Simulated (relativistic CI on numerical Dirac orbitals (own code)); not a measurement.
**Re⁶⁺: resonant inelastic scattering at the N6,7 edge**

Computed with this model: Dirac-Coulomb-Breit CI, separate exchange-only KLI orbitals for each configuration, model QED (radiative potential, 1s self-energy scaled to tabulated hydrogen-like ionisation energies), Kramers-Heisenberg scattering through one core-hole configuration in a parametric crystal field, unscaled Slater integrals; configurations [Xe] 4f14 5d → [Xe] 4f13 5d2; 300 K; core-hole width 0.18 eV; summed over polarisations. Incident energies are the highest absorption maxima for each field (at most a few, so the weaker spin-orbit partner edge can be absent), on the computed scale of the free ion. Intensities are in per cent of the strongest line above 0.02 eV; levels within 1 cm⁻¹ are merged; final levels count from the ground level, the first row holds all elastic scattering, lines under 0.4 are left out and each table stops after 24 rows. The scale of the Slater integrals is a model choice and moves the terms in proportion.

Field parameters in Wybourne normalisation: Oh B⁴₀ = 21Dq, B⁴₄ = √(5/14) B⁴₀. The field is a parameter set, without covalency.

S is read from ⟨S²⟩ = S(S + 1).

Oh, 10Dq = 10000 cm⁻¹:

| Final level (eV) | Degeneracy | Irrep | S | 49.5 eV | 50.6 eV | 51.5 eV |
| --- | --- | --- | --- | --- | --- | --- |
| 0.000 | 4 | Γ8 | 0.50 | 403.1 | 1716.9 | 443.9 |
| 0.998 | 2 | Γ7 | 0.50 | 1.4 | 43.3 | 100.0 |
| 1.954 | 4 | Γ8 | 0.50 | 8.2 | 20.1 | 32.5 |

Oh, 10Dq = 22550 cm⁻¹:

| Final level (eV) | Degeneracy | Irrep | S | 49.9 eV | 51.1 eV | 51.4 eV |
| --- | --- | --- | --- | --- | --- | --- |
| 0.000 | 4 | Γ8 | 0.50 | 464.1 | 1359.9 | 2006.9 |
| 0.894 | 2 | Γ7 | 0.50 | 43.6 | 95.0 | 63.2 |
| 3.301 | 4 | Γ8 | 0.50 | 8.8 | 100.0 | 67.8 |

For the first field the strongest loss at the lowest incident energy is the level at 1.95 eV (S = 0.50, against 0.50 in the thermal ground state).
